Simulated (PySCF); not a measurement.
C2H5ClZn, SMILES C[CH2][Zn][Cl].

Coordinates come from a PBE-D3(BJ)/def2-SVP optimisation. The structure was generated by enumeration; whether it is a known compound was not checked. The values are those of a single conformer.

All values below come from PBE-D3(BJ)/def2-SVP (PySCF).

Frequencies are harmonic and unscaled.

| mode | ν (cm⁻¹) | IR (km/mol) | moving atoms (share of kinetic energy) |
|---|---|---|---|
| 1 | 72 | 2.9 | Zn 34 %, Cl 29 %, C 24 %, H 13 % |
| 2 | 97 | 3.9 | Zn 36 %, H 29 %, Cl 20 %, C 15 % |
| 3 | 230 | 6.3 | C 55 %, H 19 %, Zn 19 % |
| 4 | 242 | 1.5 | H 85 %, C 11 % |
| 5 | 385 | 29.0 | Cl 61 %, C 18 %, Zn 16 % |
| 6 | 549 | 29.8 | C 48 %, Zn 30 %, H 17 % |
| 7 | 625 | 23.2 | H 81 %, C 18 % |
| 8 | 913 | 2.2 | H 91 %, C 9 % |
| 9 | 941 | 5.3 | H 85 %, C 15 % |
| 10 | 1019 | 7.0 | C 76 %, H 24 % |
| 11 | 1166 | 16.4 | H 64 %, C 35 % |
| 12 | 1203 | 2.2 | H 77 %, C 23 % |
| 13 | 1348 | 5.3 | H 82 %, C 18 % |
| 14 | 1385 | 1.2 | H 90 %, C 10 % |
| 15 | 1424 | 1.8 | H 97 % |
| 16 | 1429 | 7.3 | H 97 % |
| 17 | 2956 | 43.6 | H 97 % |
| 18 | 2976 | 10.6 | H 95 % |
| 19 | 3025 | 1.6 | H 91 %, C 9 % |
| 20 | 3032 | 19.3 | H 91 %, C 9 % |
| 21 | 3054 | 24.8 | H 91 %, C 9 % |
